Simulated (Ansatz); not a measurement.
SnnHm: binding per atom (eV) at several levels, gas phase, relaxed structures; Ansatz. Clusters are the lowest isomers that short searches found in that spin, judged at the geometry's level. Core potentials for Sn in the def2 sets, no spin–orbit coupling. Binding counts from free atoms in the multiplicity of their measured ground term, without zero-point energy. Singlets are spin-restricted. A dash marks a value that wasn't run or was left out as unsound. The structures are stationary points that may keep the symmetry of their start.

```json
{"species": "Sn2H3", "state": "doublet", "geometry": "PBE0-D4/def2-TZVP", "PBE-D4/def2-SVP": "1.96", "PBE-D4/def2-TZVP": "1.98", "PBE-D4/def2-TZVPD": "1.98", "r2SCAN-D4/def2-TZVPD": "1.99", "PBE0-D4/def2-TZVP": "1.95", "HSE06-D4/def2-TZVP": "–"}
{"species": "Sn3H2", "state": "singlet", "geometry": "PBE-D4/def2-SVP", "PBE-D4/def2-SVP": "2.19", "PBE-D4/def2-TZVP": "2.21", "PBE-D4/def2-TZVPD": "2.21", "r2SCAN-D4/def2-TZVPD": "2.14", "PBE0-D4/def2-TZVP": "2.10", "HSE06-D4/def2-TZVP": "2.10"}
{"species": "Sn4H2", "state": "singlet", "geometry": "PBE0-D4/def2-SVP", "PBE-D4/def2-SVP": "2.26", "PBE-D4/def2-TZVP": "2.28", "PBE-D4/def2-TZVPD": "–", "r2SCAN-D4/def2-TZVPD": "–", "PBE0-D4/def2-TZVP": "2.18", "HSE06-D4/def2-TZVP": "2.18"}
{"species": "Sn5H2", "state": "singlet", "geometry": "PBE-D4/def2-SVP", "PBE-D4/def2-SVP": "2.42", "PBE-D4/def2-TZVP": "2.44", "PBE-D4/def2-TZVPD": "–", "r2SCAN-D4/def2-TZVPD": "–", "PBE0-D4/def2-TZVP": "2.34", "HSE06-D4/def2-TZVP": "2.34"}
{"species": "Sn3H6", "state": "singlet", "geometry": "PBE0-D4/def2-SVP", "PBE-D4/def2-SVP": "2.20", "PBE-D4/def2-TZVP": "2.22", "PBE-D4/def2-TZVPD": "2.22", "r2SCAN-D4/def2-TZVPD": "2.23", "PBE0-D4/def2-TZVP": "2.20", "HSE06-D4/def2-TZVP": "2.20"}
{"species": "Sn4H8", "state": "singlet", "geometry": "PBE-D4/def2-SVP", "PBE-D4/def2-SVP": "2.25", "PBE-D4/def2-TZVP": "2.26", "PBE-D4/def2-TZVPD": "2.26", "r2SCAN-D4/def2-TZVPD": "2.28", "PBE0-D4/def2-TZVP": "2.25", "HSE06-D4/def2-TZVP": "–"}
```

Estimate the rows for Sn2H (doublet, r2SCAN-D4/def2-TZVP geometry); Sn3H4 (singlet, PBE-D4/def2-SVP geometry).


```csv
species,state,geometry,PBE-D4/def2-SVP,PBE-D4/def2-TZVP,PBE-D4/def2-TZVPD,r2SCAN-D4/def2-TZVPD,PBE0-D4/def2-TZVP,HSE06-D4/def2-TZVP
Sn2H,doublet,r2SCAN-D4/def2-TZVP,1.76,1.78,1.79,1.74,1.70,1.70
Sn3H4,singlet,PBE-D4/def2-SVP,2.22,2.24,2.24,2.21,2.17,2.17
```
